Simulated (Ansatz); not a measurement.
AlH3O (SMILES [OH][AlH2]) moved off its minimum; all values from Ansatz (an electronic-structure program), cores frozen in correlated methods.
(charge 0, multiplicity 1)
```xyz
5

Al    -0.29900    -0.45864     0.02034
H      0.40747    -1.19044     1.11993
H     -1.64746    -0.94012    -0.91494
O      0.68526     1.02282    -0.26166
H      1.15293     1.22008     0.14008
```

Forces at HF/def2-TZVPP (eV/Å):

```tsv
atom	Fx	Fy	Fz
Al1	0.403	2.355	-1.926
H2	0.137	-0.964	0.956
H3	1.324	0.621	0.907
O4	-41.784	-18.846	-34.069
H5	39.920	16.835	34.131
```

Task: Give the forces (eV/Å), the total energy and the dipole at CCSD(T)/aug-cc-pV(T+d)Z.

Result: 
```
atom       Fx       Fy       Fz
----  -------  -------  -------
Al1     0.142    1.958   -1.778
H2      0.211   -0.945    0.986
H3      1.188    0.569    0.798
O4    -41.945  -18.585  -34.586
H5     40.404   17.004   34.580
```
Energy -318.7532 hartree, dipole 1.26 D.
